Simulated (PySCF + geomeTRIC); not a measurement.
Species: H₄GaN₂, SMILES `[NH2][Ga][NH2]` (charge 0, multiplicity 2).

Give a relaxed geometry from r2SCAN-D4/def2-TZVP in PySCF + geomeTRIC.

This is not unique; one that fits is the end point of this relaxation, one of several conformers (outside a Z-matrix the atoms follow the SMILES, hydrogens last).
Z-matrix (Å, degrees):
```
Ga
N 1 1.8558
H 2 1.0108 1 118.25
H 2 1.0142 3 108.92 1 134.90
N 1 1.8558 2 112.87 3 171.92
H 5 1.0108 1 118.25 2 171.92
H 5 1.0142 6 108.92 1 134.89
```
